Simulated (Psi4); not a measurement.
C3H6Cl, doublet, geometry from GFN2-xTB, with bond 4-1 at 1.25 times its length; HF/3-21G in Psi4.

Input for Psi4:
```
memory 2 GB

molecule {
0 2
  C     1.01004519   -0.59141257    0.01804838
  C     2.39623104   -0.09879675   -0.00017113
  C     0.02437817    0.59306770   -0.01533662
  H     0.76543717   -1.31406976    1.15000699
  H     0.80953602   -1.21837179   -0.85418657
  Cl   -1.66354710    0.01486371   -0.00038923
  H     2.86745217    0.16131528   -0.92770128
  H     2.89985337    0.14732831    0.91380985
  H     0.15203642    1.22921107    0.85976434
  H     0.15313749    1.18022195   -0.92392847
}

set basis 3-21g
set reference uhf
set stability_analysis check
set scf_type pk

energy('scf')
print_variables()
```

Output, abridged:

```
   => Loading Basis Set <=

    Name: 3-21G
    Role: ORBITAL
    Keyword: BASIS

         ---------------------------------------------------------
                                   SCF
               by Justin Turney, Rob Parrish, Andy Simmonett
                          and Daniel G. A. Smith
                              UHF Reference
         ---------------------------------------------------------

  ==> Geometry <==

    Molecular point group: c1
    Full point group: C1

    Geometry (in Angstrom), charge = 0, multiplicity = 2:

       Center              X                  Y                   Z               Mass
    ------------   -----------------  -----------------  -----------------  -----------------
         C            1.130763096183    -0.585454768130     0.014979587600    12.000000000000
         C            2.516948946183    -0.092838948130    -0.003239922400    12.000000000000
         C            0.145096076183     0.599025501870    -0.018405412400    12.000000000000
         H            0.886155076183    -1.308111958130     1.146938197600     1.007825032230
         H            0.930253926183    -1.212413988130    -0.857255362400     1.007825032230
         CL          -1.542829193817     0.020821511870    -0.003458022400    34.968852682000
         H            2.988170076183     0.167273081870    -0.930770072400     1.007825032230
         H            3.020571276183     0.153286111870     0.910741057600     1.007825032230
         H            0.272754326183     1.235168871870     0.856695547600     1.007825032230
         H            0.273855396183     1.186179751870    -0.926997262400     1.007825032230

  Running in c1 symmetry.

  Rotational constants: A =      0.86861  B =      0.08390  C =      0.08040 [cm^-1]
  Rotational constants: A =  26040.25668  B =   2515.32454  C =   2410.28875 [MHz]
  Nuclear repulsion =  149.760866121731340

  Charge       = 0
  Multiplicity = 2
  Electrons    = 41
  Nalpha       = 21
  Nbeta        = 20

  ==> Algorithm <==

  SCF Algorithm Type is PK.
  DIIS enabled.
  MOM disabled.
  Fractional occupation disabled.
  Guess Type is SAD.
  Energy threshold   = 1.00e-06
  Density threshold  = 1.00e-06
  Integral threshold = 1.00e-12

  ==> Primary Basis <==

  Basis Set: 3-21G
    Blend: 3-21G
    Number of shells: 34
    Number of basis functions: 52
    Number of Cartesian functions: 52
    Spherical Harmonics?: false
    Max angular momentum: 1

  ==> Integral Setup <==

  Using in-core PK algorithm.
   Calculation information:
      Number of atoms:                  10
      Number of AO shells:              34
      Number of primitives:             60
      Number of atomic orbitals:        52
      Number of basis functions:        52

      Integral cutoff                 1.00e-12
      Number of threads:                 1

  Performing in-core PK
  Using 1900262 doubles for integral storage.
  We computed 157348 shell quartets total.
  Whereas there are 177310 unique shell quartets.

  ==> DiskJK: Disk-Based J/K Matrices <==

    J tasked:                  Yes
    K tasked:                  Yes
    wK tasked:                  No
    Schwarz Cutoff:          1E-12

  Minimum eigenvalue in the overlap matrix is 1.5077977414E-02.
  Reciprocal condition number of the overlap matrix is 3.4324255031E-03.
    Using symmetric orthogonalization.

  ==> Pre-Iterations <==

  SCF Guess: Superposition of Atomic Densities via on-the-fly atomic UHF (no occupation information).

   -------------------------
    Irrep   Nso     Nmo
   -------------------------
     A         52      52
   -------------------------
    Total      52      52
   -------------------------

  ==> Iterations <==

                        Total Energy        Delta E     RMS |[F,P]|

   @UHF iter SAD:  -572.84344022480673   -5.72843e+02   0.00000e+00
   @UHF iter   1:  -573.60999727462524   -7.66557e-01   4.67577e-03 ADIIS/DIIS
   @UHF iter   2:  -573.65792630367844   -4.79290e-02   1.67399e-03 ADIIS/DIIS
   @UHF iter   3:  -573.66372030101820   -5.79400e-03   5.87092e-04 ADIIS/DIIS
   @UHF iter   4:  -573.66502339671035   -1.30310e-03   2.20920e-04 ADIIS/DIIS
   @UHF iter   5:  -573.66523560404721   -2.12207e-04   1.04927e-04 ADIIS/DIIS
   @UHF iter   6:  -573.66528774708934   -5.21430e-05   4.56123e-05 DIIS
   @UHF iter   7:  -573.66530109551695   -1.33484e-05   1.82639e-05 DIIS
   @UHF iter   8:  -573.66530318046716   -2.08495e-06   1.20970e-05 DIIS
   @UHF iter   9:  -573.66530446790114   -1.28743e-06   7.96195e-06 DIIS
   @UHF iter  10:  -573.66530534877677   -8.80876e-07   3.16459e-06 DIIS
   @UHF iter  11:  -573.66530547040418   -1.21627e-07   1.01514e-06 DIIS
   @UHF iter  12:  -573.66530547747209   -7.06791e-09   4.06365e-07 DIIS
  Energy and wave function converged.

    Wavefunction stable under totally symmetric rotations.
    Lowest totally symmetric eigenvalue: 0.139249
    Lowest UHF->UHF stability eigenvalues:
       A 0.139249

    Stability analysis over.

  ==> Post-Iterations <==

   @Spin Contamination Metric:   1.467910745E-02
   @S^2 Expected:                7.500000000E-01
   @S^2 Observed:                7.646791074E-01
   @S   Expected:                5.000000000E-01
   @S   Observed:                5.000000000E-01

    Orbital Energies [Eh]
    ---------------------

    Alpha Occupied:

[...]
    Alpha Virtual:

[...]
      52A      2.322966

    Beta Occupied:

[...]
    Beta Virtual:

[...]
    Final Occupation by Irrep:
              A
    DOCC [    20 ]
    SOCC [     1 ]
    NA   [    21 ]
    NB   [    20 ]

  @UHF Final Energy:  -573.66530547747209

   => Energetics <=

    Nuclear Repulsion Energy =            149.7608661217313397
    One-Electron Energy =               -1086.0874118467590961
    Two-Electron Energy =                 362.6612402475557246
    Total Energy =                       -573.6653054774719749

  UHF NO Occupations:
  HONO-2 :   19  A 1.9985788
  HONO-1 :   20  A 1.9966655
  HONO-0 :   21  A 1.0000000
  LUNO+0 :   22  A 0.0033345
  LUNO+1 :   23  A 0.0014212
  LUNO+2 :   24  A 0.0010580
  LUNO+3 :   25  A 0.0010211

Computation Completed

Properties will be evaluated at   0.000000,   0.000000,   0.000000 [a0]

Properties computed using the SCF density matrix

 Multipole Moments:

 ------------------------------------------------------------------------------------
     Multipole            Electronic (a.u.)      Nuclear  (a.u.)        Total (a.u.)
 ------------------------------------------------------------------------------------

 L = 1.  Multiply by 2.5417464519 to convert [e a0] to [Debye]
 Dipole X            :         -8.2400107            9.2606265            1.0206158
 Dipole Y            :          0.1597376            0.1884780            0.3482156
 Dipole Z            :         -0.2574373            0.1900521           -0.0673852
 Magnitude           :                                                    1.0804867

 ------------------------------------------------------------------------------------

  Variable Map:
  ----------------------------------------------------------------------------
[...]
  Array Variable Map:
  ----------------------------------------------------------------------------
[...]
[...]
```
